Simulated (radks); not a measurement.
Values are calculated unless marked as measured or tabulated.
Spherical quantum dot in the effective-mass picture: electrons in a well V = -V0 / (1 + exp((r - R)/a)) with V0 = 47.8, R = 1.57, a = 0.18, with a point charge +1 (a donor) at the centre, all in effective atomic units (hartree* = m*/eps^2 hartree, bohr* = eps/m* bohr), one dielectric constant everywhere. Level of theory: non-relativistic Kohn-Sham, r2SCAN, spin-polarised, spherical densities, generalised Kohn-Sham scheme (a radial shooting solver with Libxc functionals). Levels are named by radial order and angular momentum (1s, 1p, 1d, 2s, ...), and open shells are averaged over m.

N = 3, configuration 1s2 1p(up 1, down 0). This is the lowest configuration that the search found. Occupied and some empty levels:

level,occupation,eigenvalue (hartree*),<r> (bohr*)
1s up,1,-43.807,0.6444
1s down,1,-43.614,0.6383
1p up,1,-40.618,0.8242
1p down,0,-40.419,0.8218
1d up,0,-37.121,0.9320
1d down,0,-36.948,0.9298
2s up,0,-36.659,0.7730
2s down,0,-36.590,0.7722
1f up,0,-33.181,1.014
1f down,0,-33.029,1.010

Energy (hartree*): total -132.976, kinetic 9.1159, external -145.59, Hartree 5.7304, exchange-correlation -2.2284.
